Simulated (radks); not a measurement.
Values are calculated unless marked as measured or tabulated.
The iridium ion Ir10+, configuration [Kr] 4d10 4f14 5s2 5p5 (the NIST ground configuration). Code: a radial shooting solver on a logarithmic mesh with Libxc functionals. Model: scalar-relativistic Kohn-Sham, PBE, spin-polarised, spherical densities, finite nucleus; open shells are filled with parallel spins first (spin-orbit coupling, left out, can overturn this in heavy ions); Fermi nuclear charge, rms radius 5.4032 fm. Some entries of the table are withheld. Estimate them.

| orbital | occ. | eigenvalue (eV) | <r^2> (bohr^2) | r(max) (bohr) |
|---|---|---|---|---|
| 1s up | 1 | -76270.77 | 0.0004196 | 0.01082 |
| 1s down | 1 | -76270.63 | 0.0004196 | 0.01082 |
| 2s up | 1 | -13483.37 | 0.006418 | 0.06230 |
| 2s down | 1 | -13483.30 | 0.006418 | 0.06230 |
| 2p up | 3 | -11739.52 | 0.005363 | 0.05138 |
| 2p down | 3 | -11739.40 | 0.005363 | 0.05138 |
| 3s up | 1 | -3281.596 | 0.04147 | 0.1756 |
| 3s down | 1 | -3281.512 | 0.04147 | 0.1756 |
| 3p up | 3 | -2771.373 | 0.04242 | 0.1745 |
| 3p down | 3 | -2771.274 | 0.04242 | 0.1745 |
| 3d up | 5 | -2209.117 | 0.03514 | 0.1421 |
| 3d down | 5 | -2209.019 | 0.03514 | 0.1421 |
| 4s up | 1 | -830.5386 | 0.2020 | 0.3971 |
| 4s down | 1 | -830.3714 | 0.2020 | 0.3971 |
| 4p up | 3 | -663.0226 | 0.2303 | 0.4172 |
| 4p down | 3 | -662.8447 | 0.2302 | 0.4173 |
| 4d up | 5 | -457.0035 | 0.2632 | 0.4259 |
| 4d down | 5 | -456.7831 | 0.2629 | 0.4259 |
| 5s up | 1 | -256.5861 | 0.9767 | 0.8759 |
| 5s down | 1 | -255.2765 | 0.9758 | 0.8747 |
| 4f up | 7 | (1) | 0.3323 | 0.3938 |
| 4f down | 7 | (2) | 0.3306 | 0.3937 |
| 5p up | 3 | -209.0775 | 1.212 | 0.9680 |
| 5p down | 2 | -207.7055 | 1.213 | 0.9671 |

Answer. 
(1) 4f up eigenvalue (eV): -227.4193
(2) 4f down eigenvalue (eV): -227.0743
